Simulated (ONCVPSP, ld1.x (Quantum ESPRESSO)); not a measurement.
**Hardness and transferability of assorted potentials**

Generated with ld1.x 7.5 (TM, RRKJ, ultrasoft, PAW), atompaw 4.2 or ONCVPSP 4.0.1. The cutoff is in Ry: for ld1.x and atompaw files where the sum of valence levels is converged to 10 mRy in a Bessel basis, for ONCV files where the hardest occupied wave has 1 mHa per electron of residual kinetic energy. The error is the largest all-electron minus pseudo excitation energy over each file’s own four to seven test configurations (ionisations up to +4, promotions, holes and added fractions of an electron), all of which were solved. The labels leave out finer settings (local radius, basis sizes, second energies), which also bear on the numbers. Spin-polarised tests are not counted. The rows are a selection from randomly drawn settings: files with unsolved tests, undetermined cutoffs or missed reference levels are left out.

A true bound ghost makes a file unfit for plane-wave use even where its test errors are small: the radial tests pick states by their node count and pass the ghost by.

```tsv
element	potential	cutoff (Ry)	largest error (meV)	bound ghosts
He	ONCV, LDA (Perdew-Zunger), scalar-relativistic, rc 0.50/0.50 (sp), local smoothed, core correction no, reference 1s2, qcut 15.7/17.2, projectors 1/1	184	+2.0	none
Sr	ONCV, PBE, scalar-relativistic, rc 2.00/2.15/1.75 (spd), local d, core correction yes, reference 4s2 4p6 5s2, qcut 5.7/6.4/4.8, projectors 2/2/0	22	-4.2	none
Rh	ONCV, PBE, scalar-relativistic, rc 1.45/1.55/1.55/1.25 (spdf), local smoothed, core correction no, reference 4s2 4p6 4d8 5p1, qcut 10.7/10.3/11.7/9.1, projectors 2/2/2/1	70	-1.6	none
Ba	ONCV, Wu-Cohen, scalar-relativistic, rc 3.10/3.25/3.10 (spd), local d, core correction yes, reference 5s2 5p6 6s2, qcut 4.5/3.9/3, projectors 2/1/0	10	-25	none
Pm	TM, PBE, scalar-relativistic, rc 1.50/2.15/2.40/1.70 (spdf), local s, core correction yes, reference 4f5 5s2 5p6 5d0 6s0 6p0	140	+134	none
Dy	ONCV, PBE, scalar-relativistic, rc 1.95/2.40/3.65 (spd), local smoothed, core correction yes, reference 5s2 5p6 5d1 6s1 6p1, qcut 5.4/7.1/3.5, projectors 2/3/2	21	-58	none
Ta	ONCV, PBE, fully relativistic, rc 1.60/1.65/2.20 (spd), local smoothed, core correction no, reference 5s2 5p6 5d3 6s2, qcut 6/9.6/6.7, projectors 2/2/2	54	+19	none
Pt	ONCV, LDA (Perdew-Zunger), scalar-relativistic, rc 1.50/1.30/1.60 (spd), local smoothed, core correction no, reference 5s2 5p6 5d9 6s1, qcut 10.5/6.7/7, projectors 2/2/2	67	-13	none
Au	ONCV, PBE, scalar-relativistic, rc 1.45/1.65/1.75 (spd), local smoothed, core correction yes, reference 5s2 5p6 5d10 6s1, qcut 8.9/10.4/7.4, projectors 2/2/2	61	-13	none
```

Task: Fill in the row for Te: ONCV, PBE, scalar-relativistic, rc 1.55/2.00 (sp), local smoothed, core correction yes, reference 5s2 5p3, qcut 3.4/4.3, projectors 2/2.

Result: cutoff 79 Ry, largest error -64 meV, bound ghosts: s, p.
